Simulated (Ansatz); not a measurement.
Isolated molecules relaxed with PBE0-D4/def2-TZVP in Ansatz; ΔE leaves out vibrations. CCSD(T)/CBS adds triple-zeta CCSD(T) − MP2 to the extrapolated MP2 energy (def2 sets, frozen cores). For As outer-core shells are correlated without core-valence functions, which leaves a few kJ/mol of doubt a bond. Scalar relativity is left out up to krypton. Each species was taken in one conformer, which may not be the lowest.

Reaction (formal exchange of groups at the Si–C bond): `OC[SiH2][AsH2]` + `CC(C)C` → `[SiH3][AsH2]` + `CC(C)CCO`

```tsv
species	MP2/def2-TZVPP energy (Eh)
`OC[SiH2][AsH2]`	-2640.80554
`CC(C)C`	-158.07888
`[SiH3][AsH2]`	-2526.46010
`CC(C)CCO`	-272.41901
```

**Question.** Work out ΔE.

**Answer.** ΔE = (-2526.46010) + (-272.41901) − (-2640.80554) − (-158.07888) = 0.00531 Eh = +3.3 kcal/mol. CCSD(T)/CBS gives +3.4 kcal/mol.

Largest T1 diagnostic among the species: 0.011.

At CCSD(T), def2-SVP lies −3.5 kcal/mol from the extrapolated value and def2-TZVPP −0.6 kcal/mol. From BLYP to BHLYP (50 % exact exchange), in def2-TZVPP and without D4, ΔE moves by −1.2 kcal/mol.
